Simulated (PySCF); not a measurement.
**Bond curve of BeHg⁺**

Set-up: Be cc-pVDZ, Hg cc-pVDZ-PP with ECP60; scalar-relativistic core potentials (PySCF 2.14). Energies in eV from Be⁺ + Hg in their ground configurations at the same level. State: ²Σ⁺ (doublet), unpaired electrons σ ↑.

```json
{"R (Å)": "2.043", "PBE0": "-1.264", "ROHF-MP2": "-1.039", "r²SCAN": "-1.304", "PBE": "-1.306"}
{"R (Å)": "2.138", "PBE0": "-1.479", "ROHF-MP2": "-1.226", "r²SCAN": "-1.504", "PBE": "-1.511"}
{"R (Å)": "2.233", "PBE0": "-1.594", "ROHF-MP2": "-1.317", "r²SCAN": "-1.607", "PBE": "-1.619"}
{"R (Å)": "2.305", "PBE0": "-1.634", "ROHF-MP2": "-1.342", "r²SCAN": "-1.639", "PBE": "-1.653"}
{"R (Å)": "2.376", "PBE0": "-1.645", "ROHF-MP2": "-1.340", "r²SCAN": "-1.642", "PBE": "-1.660"}
{"R (Å)": "2.447", "PBE0": "-1.633", "ROHF-MP2": "-1.318", "r²SCAN": "-1.624", "PBE": "-1.645"}
{"R (Å)": "2.542", "PBE0": "-1.592", "ROHF-MP2": "-1.268", "r²SCAN": "-1.576", "PBE": "-1.601"}
{"R (Å)": "2.661", "PBE0": "-1.514", "ROHF-MP2": "-1.182", "r²SCAN": "-1.491", "PBE": "-1.522"}
{"R (Å)": "2.804", "PBE0": "-1.397", "ROHF-MP2": "-1.062", "r²SCAN": "-1.368", "PBE": "-1.408"}
{"R (Å)": "2.994", "PBE0": "-1.229", "ROHF-MP2": "-0.895", "r²SCAN": "-1.194", "PBE": "-1.246"}
```

Put a parabola through the three lowest points of the PBE0 curve and estimate Re, k and ωe (reduced mass 8.627 u; 1 eV/Å² = 0.16022 mdyn/Å; ωe = 1302.8·√(k/μ) cm⁻¹).

Through R = 2.305, 2.376, 2.447 Å the second-order coefficient is 2.28 eV/Å², so Re ≈ 2.374 Å, k ≈ 0.731 mdyn/Å and ωe ≈ 379 cm⁻¹. A polynomial fit of higher order to the unrounded PBE0 energies gives Re = 2.370 Å, k = 0.713 mdyn/Å, ωe = 375 cm⁻¹; anharmonicity and rounding make the difference.

The higher-order fit for each curve: PBE0: Re = 2.370 Å, ωe = 375 cm⁻¹, De = 1.64 eV; ROHF-MP2: Re = 2.333 Å, ωe = 383 cm⁻¹, De = 1.34 eV; r²SCAN: Re = 2.349 Å, ωe = 383 cm⁻¹, De = 1.64 eV; PBE: Re = 2.359 Å, ωe = 375 cm⁻¹, De = 1.66 eV.

Correlated steps freeze no core orbitals. Correlated levels converge slowly with the basis: in double zeta they bind strong bonds too weakly, by up to about 1 eV, and carry superposition errors of some tenths. Spin–orbit coupling is left out. For an ion De counts to the pair picked by the measured ionisation energies or electron affinities, which need not be the lowest pair at this level. The state is the lowest determinant that a PBE0 search found; another state may lie lower at other levels.
